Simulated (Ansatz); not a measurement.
Method: frozen-core CCSD(T)/def2-TZVPP // PBE-D3(BJ)/def2-SVP in Ansatz (a first-principles code).

Ansatz 0.2 input:
```yaml
crystal:
  periodic: [false, false, false]
  atoms:
    - { symbol: Zr, position_ang: [-0.000002, 0.000002, -0.000001] }
    - { symbol: H, position_ang: [1.338744, -0.856471, -0.954198] }
    - { symbol: H, position_ang: [0.738325, 0.852184, 1.471373] }
    - { symbol: H, position_ang: [-0.829688, 1.25153, -1.087005] }
    - { symbol: H, position_ang: [-1.247379, -1.247244, 0.56983] }
basis:
  gaussian: { orbitals: def2-TZVPP }
correlation:
  method: ccsd_t
```

Output:

```
Functional definition: HF
668 factors; integrals over basis functions are off by at most 8.2e-4 eV
mean field evaluation 1: about -1325.9220 eV, gradient 1.8e1 eV
mean field evaluation 2: about -1325.9188 eV, gradient 1.8e1 eV
mean field evaluation 4: about -1327.3869 eV, gradient 1.5e0 eV
mean field evaluation 8: about -1327.3984 eV, gradient 2.0e-3 eV
mean field evaluation 16: about -1327.4110 eV, gradient 2.5e-1 eV
mean field -1327.39843960 eV, -48.7809929122 hartree, gradient 2.4e-6 eV, S^2 0.000000; 0 other end points of the search recorded, 0 dependent functions left out
reference -1327.39843960 eV, -48.7809929122 hartree; 8, 8 occupied and 104, 104 virtual orbitals, 668 factors
second order -9.58601037 eV of doubles, -0.00000000 eV of singles
cycle   1  -10.08964254 eV  change   -5.0e-1 eV  update   8.9e-2
cycle   2  -10.39558064 eV  change   -3.1e-1 eV  update   2.8e-2
cycle   3  -10.47378911 eV  change   -7.8e-2 eV  update   1.8e-2
cycle   4  -10.46269766 eV  change    1.1e-2 eV  update   6.0e-3
cycle   5  -10.46155870 eV  change    1.1e-3 eV  update   1.9e-3
cycle   6  -10.46235082 eV  change   -7.9e-4 eV  update   6.2e-4
cycle   7  -10.46227754 eV  change    7.3e-5 eV  update   1.4e-4
cycle   8  -10.46232561 eV  change   -4.8e-5 eV  update   4.1e-5
cycle   9  -10.46233362 eV  change   -8.0e-6 eV  update   1.1e-5
perturbative correction -0.32724660 eV, -0.0120260906 hartree
Total energy: -1338.18801981 eV, -49.1775026716 hartree
```

Cost: very roughly 5 core-seconds.
